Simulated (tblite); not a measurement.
C4H11PSi.
Geometry (GFN2-xTB, Å), atoms numbered from 1 in this order:
```xyz
17
C4H11PSi angstrom
C     -0.7710   -1.7915   -0.1097
C     -0.9136   -0.4342    0.5486
C     -1.1515    0.7773   -0.3640
C     -0.3117    1.7734    0.4420
P      0.5903    0.3944    1.3484
Si     2.2009   -0.0126   -0.1583
H     -1.7234   -2.0972   -0.5426
H     -0.0246   -1.7649   -0.9019
H     -0.4706   -2.5390    0.6223
H     -1.6954   -0.4859    1.3159
H     -2.1991    1.0574   -0.4909
H     -0.7190    0.6069   -1.3504
H      0.3085    2.4604   -0.1325
H     -0.9166    2.3514    1.1431
H      3.2672    0.9379    0.1612
H      2.6628   -1.3869    0.0352
H      1.8600    0.1652   -1.5762
```

Method: GFN2-xTB as coded in tblite; computed harmonic values from a numerical Hessian at the method's own geometry, unscaled. This tight-binding method is rough: wavenumbers can miss measured ones by several per cent, in bad cases by 10 to 20. Modes of hydrogen on silicon can be 10 to 20 % off. One conformer, not necessarily the lowest.

Harmonic wavenumbers (cm⁻¹): 100.1, 121.9, 151.3, 189.9, 207.6, 274.3, 395.4, 434.3, 487.4, 506.2, 548.4, 646.1, 716.8, 756.4, 771.9, 790.9, 815.6, 900.4, 928.8, 990.1, 1019.6, 1031.6, 1133.1, 1143.0, 1159.0, 1203.2, 1216.4, 1262.5, 1313.3, 1406.6, 1452.4, 1487.2, 1492.1, 1494.2, 2202.1, 2253.4, 2263.1, 2905.2, 2956.4, 2968.2, 2981.4, 2991.6, 3001.8, 3018.4, 3024.9.

A = 2847, B = 1994, C = 1563 MHz; mass 118.037 u (most abundant isotopes); point group C1, symmetry number 1.

**Question.** What is the zero-point energy?

**Answer.** ½Σν̃ = 29557 cm⁻¹ = 84.51 kcal/mol.

**Question.** Give the ideal-gas entropy at 400 K and 1 bar in the rigid-rotor, harmonic-oscillator model (classical rotation).

**Answer.** Translation 41.70, rotation 28.86, vibration 30.15: S = 100.7 cal/(mol K).

**Question.** And Cp and H(400 K) − H(0)?

**Answer.** Cp = 43.06 cal/(mol K), of which vibrations give 35.11 (their classical limit is 45 R = 89.4); H(400 K) − H(0) = 9.96 kcal/mol without the zero-point energy, 6.78 from vibrations.

**Question.** Blend soft modes into free rotors: weight 1/[1 + (100 cm⁻¹/ν̃)⁴] for the oscillator and the rest for a rotor with moment μB/(μ + B), μ = h/(8π²ν), B = 10⁻⁴⁴ kg m². What vibrational entropy results?

**Answer.** 29.39 cal/(mol K) in place of 30.15, which changes −T·S at 400 K by +0.30 kcal/mol.

**Question.** What must be added to the electronic energy to get the Gibbs energy at 400 K and 1 bar?

**Answer.** ZPE + [H(400 K) − H(0)] − T·S = 84.51 + 9.96 − 40.28 = 54.19 kcal/mol.

Hindered rotation and anharmonicity are outside this model. Other conformers, if any are populated, would add a mixing term that is left out. The structure is chiral; the term R ln 2 for an equal mix with its mirror image is left out.
